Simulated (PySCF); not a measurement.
## Cost of excited-state runs on `C#C[C@@H]1C=C[C@@H]1CS`, C7H8S

Molfile (atoms numbered from 1):
```
C7H8S
     RDKit          3D

 16 16  0  0  0  0  0  0  0  0999 V2000
   -2.1476   -1.4195    1.3050 C   0  0  0  0  0  0  0  0  0  0  0  0
   -1.6184   -0.8918    0.3695 C   0  0  0  0  0  0  0  0  0  0  0  0
   -0.9639   -0.2787   -0.7582 C   0  0  2  0  0  0  0  0  0  0  0  0
    0.0120   -1.1493   -1.5220 C   0  0  0  0  0  0  0  0  0  0  0  0
    1.0622   -0.3789   -1.2653 C   0  0  0  0  0  0  0  0  0  0  0  0
    0.2861    0.6195   -0.4442 C   0  0  2  0  0  0  0  0  0  0  0  0
    0.6660    0.7182    1.0186 C   0  0  0  0  0  0  0  0  0  0  0  0
    2.2611    1.5785    1.2509 S   0  0  0  0  0  0  0  0  0  0  0  0
   -2.6224   -1.8742    2.1221 H   0  0  0  0  0  0  0  0  0  0  0  0
   -1.7065    0.2214   -1.3868 H   0  0  0  0  0  0  0  0  0  0  0  0
   -0.1467   -2.0603   -2.0682 H   0  0  0  0  0  0  0  0  0  0  0  0
    2.1051   -0.4113   -1.5203 H   0  0  0  0  0  0  0  0  0  0  0  0
    0.2202    1.6185   -0.8857 H   0  0  0  0  0  0  0  0  0  0  0  0
    0.8108   -0.2728    1.4481 H   0  0  0  0  0  0  0  0  0  0  0  0
   -0.0957    1.2473    1.5927 H   0  0  0  0  0  0  0  0  0  0  0  0
    1.8702    2.7425    0.7325 H   0  0  0  0  0  0  0  0  0  0  0  0
  1  2  3  0
  2  3  1  0
  3  4  1  0
  4  5  2  0
  5  6  1  0
  6  7  1  0
  7  8  1  0
  6  3  1  0
  1  9  1  0
  3 10  1  6
  4 11  1  0
  5 12  1  0
  6 13  1  6
  7 14  1  0
  7 15  1  0
  8 16  1  0
M  END
```

PySCF with density fitting, on 1 thread of an Arm Neoverse V1, shared host. Command: `OMP_NUM_THREADS=1 python excited_run.py task.json out`

(1) How long does this run take, and how much memory?
- circular dichroism and optical rotation, CAM-B3LYP/def2-SVPD; 16 states

## Answers

(1) 
| run | level | basis functions | wall time | peak memory (GiB) |
| --- | --- | --- | --- | --- |
| circular dichroism and optical rotation | CAM-B3LYP/def2-SVPD | 231 | 2.4 min | 1.1 |

Times from a shared host are rough.
